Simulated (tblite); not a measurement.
Compound: C3H7ClO3Si2.
Z-matrix (Å and degrees, GFN2-xTB geometry), rows numbered from 1:
```
O 
C   1  1.2080
O   2  1.2949  1  125.72
C   3  1.4434  2  115.08  1    -0.94
C   4  1.5221  3  111.04  2   151.07
Si  5  1.9158  4  104.99  3  -161.13
O   6  1.6311  5   98.71  4    22.66
Si  7  1.6538  6  121.38  5     0.11
Cl  8  1.9974  4  114.29  3    49.26
H   2  1.0992  1  122.93  3  -179.72
H   4  1.0967  3  105.64  2   -90.59
H   5  1.0885  4  111.26  3    73.87
H   5  1.0914  4  108.52  3   -43.64
H   6  1.4551  5  112.87  4   136.43
H   6  1.4578  5  112.90  4   -89.23
H   8  1.4444  4  118.30  3   -95.75
```

Method: GFN2-xTB as coded in tblite; computed harmonic values from a numerical Hessian at the method's own geometry, unscaled. Errors from tens to a few hundred cm⁻¹ against measured bands are possible. Modes of hydrogen on silicon can be 10 to 20 % off. One conformer, not necessarily the lowest.

Harmonic wavenumbers (cm⁻¹): 72.2, 78.2, 105.6, 140.3, 179.0, 220.0, 297.0, 343.3, 369.3, 405.0, 460.7, 489.3, 510.5, 572.2, 581.0, 623.9, 670.1, 701.0, 743.2, 757.3, 784.7, 792.0, 809.3, 928.8, 934.5, 982.5, 1049.4, 1094.5, 1201.2, 1211.7, 1248.5, 1305.2, 1332.0, 1483.5, 1713.9, 2306.0, 2330.5, 2420.4, 2877.5, 2901.7, 2979.1, 3004.4.

A = 1512, B = 941.1, C = 689.9 MHz; mass 181.962 u (most abundant isotopes); point group C1, symmetry number 1.

Question: Zero-point energy?

Answer: Half the sum of the wavenumbers: 22005 cm⁻¹ = 263.24 kJ/mol.

Question: Entropy at 350 K, 1 bar (ideal gas, RRHO, classical rotation)?

Answer: Translation 177.09, rotation 128.24, vibration 145.22: S = 450.5 J/(mol K).

Question: And Cp and H(350 K) − H(0)?

Answer: Cp = 190.81 J/(mol K), of which vibrations give 157.55 (their classical limit is 42 R = 349.2); H(350 K) − H(0) = 39.35 kJ/mol without the zero-point energy, 27.71 from vibrations.

Question: How do the functions run with temperature in this model?

Answer: 
| T (K) | S (J/(mol K)) | Cp (J/(mol K)) | H − H(0) (kJ/mol) | G − H(0) (kJ/mol) | ln q(vib) |
| --- | --- | --- | --- | --- | --- |
| 100 | 294.7 | 77.3 | 5.29 | -24.18 | 1.37 |
| 200 | 362.9 | 125.5 | 15.40 | -57.18 | 3.90 |
| 300 | 422.7 | 171.2 | 30.29 | -96.50 | 6.58 |
| 500 | 526.8 | 236.6 | 71.63 | -191.77 | 11.98 |
| 800 | 651.1 | 290.9 | 151.63 | -369.29 | 19.49 |
| 1000 | 718.6 | 312.9 | 212.15 | -506.43 | 23.99 |

q(vib) and H(0) count from the zero-point level.

Question: Blend soft modes into free rotors: weight 1/[1 + (100 cm⁻¹/ν̃)⁴] for the oscillator and the rest for a rotor with moment μB/(μ + B), μ = h/(8π²ν), B = 10⁻⁴⁴ kg m². What vibrational entropy results?

Answer: 136.98 J/(mol K) in place of 145.22, which changes −T·S at 350 K by +2.88 kJ/mol.

Hindered rotation and anharmonicity are outside this model. Other conformers, if any are populated, would add a mixing term that is left out. The structure is chiral; the term R ln 2 for an equal mix with its mirror image is left out.

On one thread of an Arm Neoverse V1, shared host with 32 logical CPUs at a one-minute load of 19, this took 0.83 s. This covers the Hessian and the dipole derivatives.
